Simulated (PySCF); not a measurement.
Structure from 2D NMR

Compound of formula C₅H₇NO₂. Correlations simulated from computed shifts and the bond graph:

HSQC (one-bond C–H):
```tsv
δH	δC
8.01	157.8
5.59	79.6
5.08	78.7
4.92	106.5
```

COSY cross peaks (H two or three bonds apart, from the bond graph; peaks can be absent where the dihedral angle is near 90°):
```tsv
δH	δH
8.01	6.33
5.08	4.92
```

HMBC (two and three bonds, from the bond graph; two-bond peaks within aromatic rings are usually weak or absent):
```tsv
δH	δC
8.01	143.6
6.33	157.8, 143.6, 106.5, 79.6
5.59	143.6, 106.5, 78.7
5.08	143.6, 106.5, 79.6
4.92	143.6, 79.6, 78.7
```

Carbons without hydrogens: δ 143.6.

One conformer, averaged over atoms made equivalent by symmetry, fast rotation or ring inversion, non-relativistic, no solvent model. PBE0/pcSseg-1 with gauge-including orbitals; coordinates at the GFN2-xTB level; PySCF 2.14.

Shifts are taken against calculated references (same method and geometry level): TMS for 1H, 13C.

Exchangeable hydrogens are left out of these lists.

Question: Which molecule is this?

Answer: `O=CNC1=CCOC1`.

Numbering as in the mapped SMILES `[O:1]=[CH:2][NH:3][C:4]1=[CH:5][CH2:6][O:7][CH2:8]1`; H(Xn) means a hydrogen on atom n.

- δC 157.8 is C2, an amide carbonyl carbon (δH 8.01).
- δC 143.6 is C4, an alkene carbon bearing nitrogen.
- δC 106.5 is C5, a β carbon of an enol-ether or enamine type C=C (δH 4.92).
- δC 79.6 is C8, an allylic sp3 CH2 bonded to O (δH 5.59).
- δC 78.7 is C6, an allylic sp3 CH2 bonded to O (δH 5.08).
- HMBC from δH 8.01 reaches the proton-free carbon C4.
- HMBC from δH 5.59 reaches the proton-free carbon C4.
- HMBC from δH 5.08 reaches the proton-free carbon C4.
- HMBC from δH 4.92 reaches the proton-free carbon C4.
- COSY links 8.01–6.33, 5.08–4.92.

The data come from this structure; uniqueness wasn't tested.

OH/NH shifts are gas-phase values; hydrogen bonding in solution moves them, usually downfield. Shifts are as computed. Against solution values, carbons near 30 ppm lie about +3 ppm off and those near 130 ppm about +5 ppm (rms about the fit 2.1 ppm; single classes can miss by 10 ppm). Of 1328 compounds with measured shifts, 309 miss one by over three times the rms of a fit or turn the order of signals round; such compounds aren't used in these exercises. Signals without a measured value on file couldn't be tested in this way; 1H shifts scatter by 0.2 ppm about their fit, and single ones miss by 0.5 ppm. Hydrogen bonding in solution deshields acid and N–H amide carbonyl carbons by as much as 10 ppm beyond these values.
